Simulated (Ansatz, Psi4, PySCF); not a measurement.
triplet silylene (H2Si), triplet, at a GFN2-xTB geometry. Base run: CAMB3LYP/6-311G** (PySCF).

Geometry (Å):
```xyz
3

Si    -0.0064    -0.0020     0.0852
H      0.0457     1.2838    -0.5675
H      0.0438    -1.2565    -0.6258
```
Charge 0, spin multiplicity 3.
Orbitals are unrestricted.
All else is at PySCF's defaults.

The same geometry, method and basis name were run in Ansatz (a first-principles code) and Psi4 and PySCF, at each program's defaults and at the settings that a row names. The base is PySCF at its defaults. Differences at the defaults can come from grids, fitting, cores and function types together.

```tsv
code and settings	ΔE vs base (µEh)	basis functions	E (Eh)	SCF cycles	dipole (D)
PySCF, defaults (exact integrals, its default grid, spherical functions)	0.0	38	-290.58517	9	0.01
Psi4, defaults (density fitting with its default set, its default grid, spherical functions)	-13.3	38	-290.58519	8	0.01
Ansatz, defaults (factorised integrals, its default grid, Cartesian functions)	-488	39	-290.58566	-	-
PySCF, density fitting with def2-universal-jkfit	-30.7	38	-290.58520	9	0.01
PySCF, fine grid	0.0	38	-290.58517	9	0.01
Psi4, exact integrals, spherical functions, fine grid	0.1	38	-290.58517	10	0.01
Ansatz, high accuracy, Cartesian functions as the basis file defines them	-490	39	-290.58566	-	-
```

Open shells are given as the SCF converged; they aren't shown to be the lowest states, and a large step between rows can be another state.
